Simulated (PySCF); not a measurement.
H2O, SMILES [OH2+], charge +1, multiplicity 2.

The structure is a stationary point at PBE0-D3(BJ)/def2-TZVPD.

Method: r2SCAN/def2-TZVPD in PySCF.

Gas-phase values at a fixed geometry.

Estimate the frontier levels, dipole moment and polarisability. (The exact figures need the calculation; the answer reports its results.)


| Quantity | Result |
|---|---|
| α spin, highest occupied and lowest empty level | -22.00 and -7.86 eV |
| β spin, highest occupied and lowest empty level | -21.21 and -16.91 eV |
| dipole moment about the centre of nuclear charge | 2.11 D |
| mean static polarisability | 5.3 bohr³ (0.78 Å³) |
| polarisability, principal values | 4.2, 5.2, 6.4 bohr³ |
| ⟨S²⟩ | 0.754 (pure state 0.75) |
